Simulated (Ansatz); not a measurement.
# Competing steps

Reactants: CH₅ClSi ([CH3][SiH2][Cl]) + H₂ (brackets give SMILES or just the links). Saddle points were found for several chosen steps; others may exist. Gas-phase electronic energies, without zero-point energy, by CCSD(T) at an estimated basis limit (MP2 extrapolated from triple and quadruple zeta, plus CCSD(T) − MP2 in triple zeta); Ansatz 0.2.0, def2-TZVPP and QZVPP, frozen cores, on PBE0-D4/def2-TZVP structures. Extrapolation: Hartree–Fock as exp(−7.88 √X), correlation as X^−2.97. No counterpoise correction.

Question: Rank the steps by the energy of their saddle points, lowest first, and give each saddle's height above the lowest. (Judge from chemistry; the value comes from the calculation.)
A. four-centre ligand exchange, to CH₆Si ([CH3][SiH3]) + HCl (breaks or loosens Cl–Si, H–H; forms Cl–H, H–Si)
B. four-centre ligand exchange, to SiH₃Cl ([SiH3][Cl]) + CH₄ (breaks or loosens C–Si, H–H; forms C–H, H–Si)

Answer: By the calculation: A (0.000 eV), B (0.662 eV). Heights count from the lowest.

The lowest of these saddles lies at 2.363 eV relative to the separated reactants.

Question: Does the lowest of these saddles lead to the lowest end structure (the products still in contact)? (Judge from chemistry; the calculation decides.)

Answer: The calculation gives: No: the step over a higher saddle ends lower. Relative to the separated reactants, the ends lie at 0.783 (CH₆Si ([CH3][SiH3]) + HCl); -0.227 (SiH₃Cl ([SiH3][Cl]) + CH₄) eV.

The T1 diagnostic stays at or below 0.011.

For scale, one of the runs: CCSD(T)/def2-TZVPP, 213 basis functions, launched by `ansatz run in.yaml --threads 4 --pin off --events-out ev --progress --plain --max-ram 9574MiB`. The run took 58 s on 4 CPU threads of an Intel Xeon (shared host), with 2.9 GiB of host memory at its peak.
